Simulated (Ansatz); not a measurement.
Gas-phase reaction in SMILES: OB(Br)Br [dibromoborinic acid] + H+ → [OH2+]B(Br)Br
Geometries: B3LYP-D3(BJ)/def2-TZVP minima from Ansatz (a program for electronic structure), one conformer each, not searched for the lowest.

Property: proton affinity (electronic energy difference), positive where the reaction releases energy, in kcal/mol. Cores are frozen in the correlated levels unless marked. Spin-orbit coupling is left out. The frozen core is the preceding noble-gas configuration, with the filled d and f shells of earlier blocks. No relativistic terms. CBS(X,Y): correlation extrapolated as X^-3; Hartree-Fock from the larger set (for Q and 5 zeta extrapolated as (X+1)exp(-9√X)).

```csv
level,program,proton affinity (kcal/mol)
HF/STO-3G,Ansatz,223.8
PBE0/def2-QZVPP,Ansatz,169.7
HSE06-D3(BJ)/def2-TZVPD,Ansatz + dftd3,169.3
RPA@PBE/cc-pVQZ,Ansatz,172.6
MP2/STO-3G,Ansatz,230.4
MP2/cc-pVTZ,Ansatz,168.8
```

Predict the CCSD(T)/CBS(cc-pVQZ,cc-pV5Z) result (Ansatz).

167.9 kcal/mol
